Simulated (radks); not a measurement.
Task: The table gives one normalised radial function P(r) = r R(r) of Sn35+ in [Ne] 3s2 3p3 (r in bohr). Method: scalar-relativistic Kohn-Sham, LDA (Slater exchange, Perdew-Wang correlation), spin-polarised, spherical densities, finite nucleus; open shells are filled with parallel spins first (spin-orbit coupling, left out, can overturn this in heavy ions); Fermi nuclear charge, rms radius 4.6519 fm; computed with a radial shooting solver on a logarithmic mesh with Libxc functionals.

r           P
0.002403   0.2957
0.003006   0.3525
0.003731   0.4141
0.00463    0.4815
0.005747   0.5525
0.00719    0.6256
0.008923   0.6891
0.01107    0.7360
0.01385    0.7529
0.0172     0.7214
0.02134    0.6236
0.0267     0.4331
0.03314    0.1537
0.04113   -0.2113
0.05104   -0.6227
0.06386   -1.0129
0.07925   -1.2314
0.09836   -1.1601
0.1231    -0.6846
0.1527     0.1292
0.1895     1.0851
0.2371     1.8637
0.2943     2.0935
0.3653     1.7521
0.4533     1.0957
0.5672     0.4779
0.7039     0.1456
0.8736     0.0280

Which n and l does it have? It may be an empty orbital.

Result: n = 3, l = 0: the number of nodes gives n - l - 1 = 2, the rise at small r (about r^(l+1), flatter next to the nucleus through relativity) gives l, and the extent must fit the shell. The curve is that of 3s up; the table hardly tells the two spins apart. 3s up: eigenvalue -2431.7 eV, 2 radial nodes at r = 0.0365, 0.148 bohr, <r> = 0.303 bohr, 90 % of the charge inside 0.440 bohr.
